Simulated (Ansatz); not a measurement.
Si₆Ge⁻, 7 atoms. Hardware: 4 threads of Intel Xeon Platinum 8175M on a shared host.

Correlated methods freeze 39 core orbitals; core or outer-core shells of Ge are correlated, in sets that lack core-valence functions.

Task: How many basis functions does each of these Ansatz runs have, and roughly what does it cost? r2SCAN-D4/def2-TZVPD, charge -1 doublet, energy, from earlier orbitals; MP2/def2-TZVPD, charge -1 doublet, energy, from earlier orbitals; HF/STO-3G, charge -1 doublet, energy; B97M-V/def2-TZVPD, charge -1 doublet, energy, from earlier orbitals; RPA@PBE/def2-TZVPD, charge -1 doublet, energy, from earlier orbitals; PBE-D4/def2-TZVPD, charge -1 doublet, energy and forces, from earlier orbitals; PBE0-D4/def2-SVP, charge -1 doublet, energy with a search over starts; PBE0-D4/def2-TZVPD, charge -1 doublet, energy, from earlier orbitals; PBE-D4/def2-SVPD, charge -1 doublet, relaxation, 17 steps.

Result: Other jobs shared the machine, so times can vary by a factor of up to 3. A dash marks memory too small to be measured apart from the calling script's.

| run | functions | fitting or Cholesky vectors | wall time | peak host memory (GiB) |
| --- | --- | --- | --- | --- |
| HF/STO-3G, charge -1 doublet, energy | 72 | 768 | 2.4 s | – |
| PBE-D4/def2-TZVPD, charge -1 doublet, energy and forces, from earlier orbitals | 312 | 2023 | 16 s | 0.88 |
| PBE0-D4/def2-SVP, charge -1 doublet, energy with a search over starts | 140 | 1309 | 21 s | 0.65 |
| RPA@PBE/def2-TZVPD, charge -1 doublet, energy, from earlier orbitals | 312 | 1918 | 21 s | 1.4 |
| PBE0-D4/def2-TZVPD, charge -1 doublet, energy, from earlier orbitals | 312 | 1918 | 32 s | 1.7 |
| r2SCAN-D4/def2-TZVPD, charge -1 doublet, energy, from earlier orbitals | 312 | 2023 | 35 s | 1 |
| MP2/def2-TZVPD, charge -1 doublet, energy, from earlier orbitals | 312 | 1918 | 44 s | 1.7 |
| B97M-V/def2-TZVPD, charge -1 doublet, energy, from earlier orbitals | 312 | 2023 | 46 s | 1.2 |
| PBE-D4/def2-SVPD, charge -1 doublet, relaxation, 17 steps | 182 | 1777 | 88 s | – |
